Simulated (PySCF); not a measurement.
**A small calculation by hand: chemical shift, span and skew from a shielding tensor**

C2H7BOS, SMILES B(O)(C)SC. Atoms are numbered in the order given.

```xyz
12

B      0.2148     0.2180     0.7284
C      0.2941    -0.3323     2.2102
H     -0.0604    -1.3763     2.3121
H     -0.3145     0.2967     2.8963
H      1.3393    -0.2949     2.5880
O      0.6035     1.4868     0.3684
H      0.9291     1.9954     1.1324
S     -0.4208    -0.8696    -0.5772
C     -0.3194     0.1875    -2.0686
H     -0.9381     1.0961    -1.9469
H     -0.6992    -0.4072    -2.9198
H      0.7268     0.4877    -2.2650
```

Geometry: PBE-D3(BJ)/def2-SVP. One conformer was computed; it need not be the lowest.

GIAO shieldings from HF/pcSseg-1 (PySCF), non-relativistic, no solvent. The symmetric part of the tensor of C2 has the principal values 178.2, 179.4, 196.0 ppm. The same nucleus in TMS has σ = 192.6 ppm at this level (PySCF, at its B3LYP-D3(BJ)/def2-TZVP geometry).

Q: Work out the isotropic shielding, the ¹³C shift against TMS, the span and the skew.

A: 
σ(iso) = (σ11 + σ22 + σ33)/3 = 184.5 ppm. δ = σ(ref) − σ(iso) = 192.6 − (184.5) = 8.1 ppm.
Span Ω = σ33 − σ11 = 17.8 ppm. Skew κ = 3(σ(iso) − σ22)/Ω = 0.87. Tumbling in solution averages the tensor to δ; in a static solid the shielding alone would spread this spin-1/2 line over Ω.
